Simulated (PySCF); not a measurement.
HO4S, charge -1, multiplicity 1. Atoms are numbered in the order given.

```xyz
6

O      0.8289    -0.2757    -1.2469
S      0.0269    -0.1559     0.0000
O      0.8289    -0.2757     1.2469
O     -1.2703    -0.8636     0.0000
O     -0.4847     1.4798     0.0000
H      0.3474     1.9747     0.0000
```
Charge -1, spin multiplicity 1.

Geometry: r2SCAN-D4/def2-SVPD. The spin state was assumed, not searched. The isomer is the one that the SMILES or the coordinates give; other isomers of the formula were not compared. Other conformers were not sampled.

Calculation: PBE/def2-SVPD in PySCF.

Gas-phase values at a fixed geometry.

Computed frontier levels, gap, dipole moment and polarisability:
```yaml
highest_occupied_level: -1.07 eV
lowest_empty_level: 3.39 eV
orbital_gap: 4.46 eV
dipole_moment_about_the_centre_of_nuclear_charge: 2.28 D
mean_static_polarisability: 46.9 bohr³ (6.96 Å³)
polarisability_principal_values: 46.2, 46.3, 48.3 bohr³
```
